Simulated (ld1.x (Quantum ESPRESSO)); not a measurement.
Transferability test, PAW potential for tin (Sn)

ld1.x (Quantum ESPRESSO) 7.5 input, shortened:

```
&input
   title='Sn', zed=50., rel=2, dft='PBESOL', iswitch=3,
   config='[Kr] 4d10 5s2 5p2', rel_dist='average'
 /
 &inputp
   pseudotype=3, lpaw=.true., tm=.true., lloc=-2, rcloc=1.10,
   nlcc=.true., new_core_ps=.true., rcore=1.00,
   which_augfun='BG', rmatch_augfun=1.10
 /
6
5S  1  0   2.00   0.00  2.15  2.40  0.0
5S  1  0   0.00   0.60  2.15  2.40  0.0
5P  2  1   2.00   0.00  2.15  2.40  0.0
5P  2  1   0.00   4.95  2.15  2.40  0.0
4D  3  2  10.00   0.00  1.20  1.40  0.0
4D  3  2   0.00   2.40  1.20  1.40  0.0
 &test
   configts(1)='4d10 5s2 5p2'
 /
```

Open shells are filled in proportion to 2j + 1 (rel_dist='average').

Energies are relative to the spin-unpolarised reference configuration 4d10 5s2 5p2; without spin polarisation the order of configurations can differ from experiment.

| valence configuration | charge | ΔE all-electron (eV) | error AE − PS (meV) |
| --- | --- | --- | --- |
| 4d10 5s2 5p1 | +1 | 6.911 | +0.5 |
| 4d10 5s2 5p0 | +2 | 20.901 | +1.8 |
| 4d10 5s1 5p0 | +3 | 51.914 | +13 |
| 4d10 5s0 5p4 | 0 | 14.207 | +51 |
| 4d9 5s2 5p3 | 0 | 24.369 | -124 |
| 4d10 5s2 5p2.3 | -0.3 | -0.856 | 0.0 |

Question: What are ΔE and the potential's error for 4d10 5s2 5p1.5?

Answer: ΔE = 2.632 eV all-electron; the error (AE − PS) is +0.2 meV.

The ghost test of this file was not conclusive.
